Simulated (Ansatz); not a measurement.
The lowest singlet and triplet of GeH2 (SMILES [GeH2]); geometries from B3LYP-D3(BJ)/def2-TZVP, each state relaxed from the structure named, with no frequency check.
Singlet (charge 0, multiplicity 1):
```xyz
3

Ge    -0.0002     0.0661     0.0000
H     -1.1338    -1.0621     0.0000
H      1.1409    -1.0545     0.0000
```

A positive gap puts the triplet lower; no zero-point energy. R- takes a restricted singlet. U- takes an unrestricted singlet (broken symmetry where lower, unprojected). The triplet is unrestricted in single-reference levels.

Correlated levels freeze the cores. Filled d and f shells under p-block atoms count as core.

The values were computed with Ansatz (Gaussian orbitals). Each number belongs to the level named beside it.

Q: One of these levels gives -83.7 kJ/mol for the gap E(singlet) − E(triplet), vertical, at the singlet's geometry. Which?
A) R-MP2/cc-pVQZ
B) R-BHLYP/def2-TZVPP
C) U-MP2/cc-pVQZ (spin-contaminated)
D) R-HF/cc-pVQZ

A: D, R-HF/cc-pVQZ. The others give -146.1 (R-BHLYP/def2-TZVPP), -128.1 (R-MP2/cc-pVQZ), -115.1 (U-MP2/cc-pVQZ (spin-contaminated))

Doubts at one or more of the structures used: a restricted determinant that unrestricted orbitals would lower (R-HF/cc-pVQZ, R-MP2/cc-pVQZ).

Ansatz is an electronic-structure program.
